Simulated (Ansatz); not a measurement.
Al4⁻. The state is a doublet with charge -1. Geometry PBE-D4/def2-TZVPD; atoms count from 1.

```xyz
4

Al   -0.4003   -1.4811    0.4687
Al    0.4003    1.4812   -0.4687
Al   -1.3734    0.7643    1.2443
Al    1.3734   -0.7644   -1.2442
```

The structure comes from a short search, and lower isomers may exist.

Estimate the Mulliken populations from the PBE0/def2-TZVPD orbitals of Ansatz.


```
atom  charge (e)  spin (α − β)
 Al1       -0.18          0.46
 Al2       -0.18          0.46
 Al3       -0.32          0.04
 Al4       -0.32          0.04
```
Mulliken values and Mayer orders depend strongly on the basis. With diffuse functions, as here, like atoms can get unlike values, and bond orders can come out too low or too high.

Where does the spin sit?

Summed by element: Al 1.00, of 1 unpaired in all. Largest on single atoms: Al2 0.46, Al1 0.46, Al3 0.04.

And the Mayer bond orders between bonded heavy atoms (over 0.3)?

Al1–Al3 0.83 (2.57 Å); Al1–Al4 0.83 (2.57 Å); Al2–Al3 0.83 (2.57 Å); Al2–Al4 0.83 (2.57 Å). Values over 0.3 also appear between atoms too far apart for a bond (Al1–Al2 0.70 at 3.21 Å; Al3–Al4 0.66 at 4.01 Å); they arise where an orbital or an unpaired electron spreads over both atoms.
